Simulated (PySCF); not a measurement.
AlF4, SMILES [F][Al-]([F])([F])[F], charge -1. Atoms are numbered in the order given.

```xyz
5

Al     0.0000     0.0000     0.0000
F      0.9988     0.9988    -0.9988
F     -0.9988     0.9988     0.9988
F     -0.9988    -0.9988    -0.9988
F      0.9988    -0.9988     0.9988
```
Charge -1, spin multiplicity 1.

Geometry: PBE-D3(BJ)/def2-SVPD. The isomer is the one that the SMILES or the coordinates give; other isomers of the formula were not compared.

Two levels are set side by side: PBE/pcSseg-2 (PySCF) and B3LYP/pcSseg-2 (PySCF). GIAO shifts against CFCl3 (¹⁹F) at the same level; non-relativistic, no solvent, atoms listed together averaged. Differences are taken from unrounded values.

| quantity | B3LYP | PBE | PBE minus B3LYP |
|---|---|---|---|
| δ(¹⁹F) of F2, F3, F4, F5 (ppm) | -236.6 | -256.0 | -19.4 |

Rough cost on one machine, each run with all the roots and properties that it gave: B3LYP against PBE within a factor of 2.
